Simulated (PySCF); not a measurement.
CH6O2Si2, SMILES O=C[SiH2]O[SiH3].

Geometry: B3LYP-D3(BJ)/def2-SVP. Other conformers were not sampled.

Two levels are set side by side: TDA-PBE/def2-SVPD (PySCF) and TDA-PBE0/def2-SVPD (PySCF). Vertical, same geometry. The lowest singlet is HOMO→LUMO 100 % with PBE and HOMO→LUMO 98 % with the other functional; states are paired by order. Differences are taken from unrounded values.

```json
[
 {"quantity": "lowest singlet excitation (eV)", "TDA-PBE0": "3.22"},
 {"quantity": "lowest triplet excitation (TDA) (eV)", "TDA-PBE0": "2.44"},
 {"quantity": "first bright state (f over 0.05) (eV)", "TDA-PBE0": "7.09"},
 {"quantity": "its oscillator strength", "TDA-PBE0": "0.05"}
]
```

Task: What does TDA-PBE give, and how far is it from TDA-PBE0? (The exact figures need the calculation; the answer reports its results.)

Result: 
| quantity | TDA-PBE | TDA-PBE minus TDA-PBE0 |
|---|---|---|
| lowest singlet excitation (eV) | 3.09 | -0.13 |
| lowest triplet excitation (TDA) (eV) | 2.35 | -0.09 |
| first bright state (f over 0.05) (eV) | 5.90 | -1.19 |
| its oscillator strength | 0.06 | 0.01 |

A lower first singlet is the usual sign of a functional without exact exchange. Differences between two approximate levels are no errors against the true value.

Rough cost on one machine, each run with all the roots and properties that it gave: TDA-PBE0 against TDA-PBE about 2 times.
